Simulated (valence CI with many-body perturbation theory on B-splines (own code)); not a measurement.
From CI to CI+MBPT in Er LIV

Calculated by configuration interaction combined with many-body perturbation theory (CI+MBPT): five valence electrons over a frozen Dirac-Fock core [Ne], a basis of 9 s, 9 p, 8 d, 6 f, 3 g, 1 h functions for each j, with the one-electron correlation potential Σ1 (screened to all orders), the two-electron term Σ2, the three-electron term Σ3, Breit, model QED; selected single and double excitations, second order for the rest (own B-spline code, finite nucleus).

The last digits are not significant, and no measured levels were compared; by estimate large intervals hold to a few tenths of a per cent, small ones and those within an open d or f shell to about a per cent. Among the levels kept, up to 580 cm⁻¹ of a level comes from second order outside the variational space, and about a tenth of that is noise between levels of different J, which matters for small intervals.

Each rung adds one term. CI alone is the Dirac-Coulomb CI over the frozen core; QED comes last and gives the full result, which names the levels. Energies are above (3s^2 3p1/2^2 3p3/2) J=3/2 on the same rung, in Ry.

Levels are named by their leading jj configuration (3d3/2^4 stands for four electrons in 3d with j = 3/2), which in mixed levels can hold well under half, so a name can repeat and another be missing. Letters in brackets count levels of one name in rising energy.

```
                             Level  CI alone    + Σ1    + Σ2    + Σ3  + Breit    Full
        (3s^2 3p1/2^2 3d3/2) J=3/2    15.271  15.255  15.234  15.224   15.173  15.130
        (3s^2 3p1/2 3p3/2^2) J=3/2    16.693  16.703  16.715  16.717   16.503  16.527
        (3s^2 3p1/2 3p3/2^2) J=5/2    17.524  17.535  17.543  17.543   17.295  17.318
        (3s^2 3p1/2 3p3/2^2) J=1/2    18.495  18.506  18.512  18.510   18.304  18.326
        (3s^2 3p1/2^2 3d5/2) J=5/2    20.213  20.206  20.174  20.162   19.983  19.950
        (3s 3p1/2^2 3p3/2^2) J=5/2    28.010  28.003  28.003  28.011   27.958  27.756
        (3s 3p1/2^2 3p3/2^2) J=3/2    30.017  30.010  29.996  30.001   29.915  29.755
        (3s 3p1/2^2 3p3/2^2) J=1/2    30.055  30.047  30.039  30.044   30.010  29.819
(3s^2 3p1/2 3p3/2 3d3/2) J=5/2 [a]    31.854  31.848  31.838  31.832   31.532  31.513
(3s^2 3p1/2 3p3/2 3d3/2) J=3/2 [a]    32.037  32.031  32.016  32.011   31.744  31.711
(3s^2 3p1/2 3p3/2 3d3/2) J=1/2 [a]    32.014  32.008  31.998  31.992   31.735  31.715
    (3s^2 3p1/2 3p3/2 3d3/2) J=7/2    32.707  32.701  32.691  32.682   32.344  32.325
(3s^2 3p1/2 3p3/2 3d3/2) J=5/2 [b]    34.648  34.642  34.597  34.579   34.295  34.268
(3s^2 3p1/2 3p3/2 3d3/2) J=1/2 [b]    35.237  35.231  35.178  35.161   34.927  34.886
(3s^2 3p1/2 3p3/2 3d3/2) J=3/2 [b]    35.268  35.262  35.196  35.179   34.952  34.890
              (3s^2 3p3/2^3) J=3/2    35.321  35.343  35.361  35.360   34.932  34.976
(3s^2 3p1/2 3p3/2 3d5/2) J=7/2 [a]    35.963  35.967  35.958  35.952   35.558  35.550
(3s^2 3p1/2 3p3/2 3d5/2) J=3/2 [a]    36.697  36.700  36.682  36.674   36.296  36.280
    (3s^2 3p1/2 3p3/2 3d5/2) J=9/2    36.890  36.894  36.886  36.876   36.418  36.410
```

(1) How does the ionisation energy move along the ladder, and which term matters most?

## Answers

(1) CI alone 4983.9, + Σ1 4984.9, + Σ2 4985.0, + Σ3 4984.5, + Breit 4980.6, + QED 4980.3 eV. The largest step is Breit, -3.9 eV. NIST lists 4978 ± 5 eV (theoretical).
